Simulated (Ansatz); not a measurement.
Geometry optimisation, RKS PBE0-D4/def2-SVP in Ansatz 0.2.0.

Input:

```yaml
crystal:
  periodic: [false, false, false]
  atoms:
    - { symbol: C, position_ang: [-1.7617, 0.3602, -0.85] }
    - { symbol: S, position_ang: [-1.1205, 0.6995, 0.7943] }
    - { symbol: C, position_ang: [0.3351, -0.3147, 0.5092] }
    - { symbol: F, position_ang: [0.2393, -1.6338, 0.1834] }
    - { symbol: "N", position_ang: [1.3661, 0.3459, -0.3412] }
    - { symbol: Al, position_ang: [1.9162, 0.1584, 1.5272] }
    - { symbol: H, position_ang: [-1.9914, -0.6738, -0.997] }
    - { symbol: H, position_ang: [-1.0642, 0.7724, -1.6486] }
    - { symbol: H, position_ang: [-2.7567, 0.985, -0.9197] }
    - { symbol: H, position_ang: [1.9121, -0.3634, -0.8286] }
    - { symbol: H, position_ang: [2.9912, -0.3928, 2.5916] }
basis:
  gaussian: { orbitals: def2-SVP }
hamiltonian:
  xc: pbe0
  dispersion: d4
relax:
  f_tol: 0.02
  max_steps: 50
```

Launched with:

```bash
$ ansatz run input.yaml --threads 2 --pin off --max-ram 3072MiB --backend cpu --events-out ev --progress --plain --runs-dir out
```

Problem. Where does it end, and by what steps?

Solution. It converged. After 12 steps the energy has fallen by 1.319 eV; H10 moved furthest, 0.70 Å.

```tsv
step	energy less start (eV)	largest force component (eV/Å)	accepted
0	0.0000	3.514	yes
1	-0.6223	1.443	yes
2	-0.8434	1.598	yes
3	-0.9923	1.162	yes
4	-1.1150	1.372	yes
5	-1.1910	1.883	yes
6	-1.2763	0.800	yes
7	-1.2979	0.682	yes
8	-1.3118	0.424	yes
9	-1.3179	0.152	yes
10	-1.3191	0.024	yes
11	-1.3194	0.051	yes
12	-1.3195	0.015	yes
```

```xyz
11
Properties=species:S:1:pos:R:3
C -1.697 0.442 -0.934
S -1.116 0.548 0.779
C 0.333 -0.508 0.696
F -0.063 -1.795 0.372
N 1.467 -0.083 -0.085
Al 2.009 -0.092 1.577
H -1.845 -0.610 -1.215
H -0.997 0.924 -1.633
H -2.661 0.967 -0.986
H 1.404 0.035 -1.092
H 3.230 0.115 2.542
```

The run took 100 s on 2 threads of Arm Neoverse N1, with other jobs on the host, peak memory 0.29 GiB.
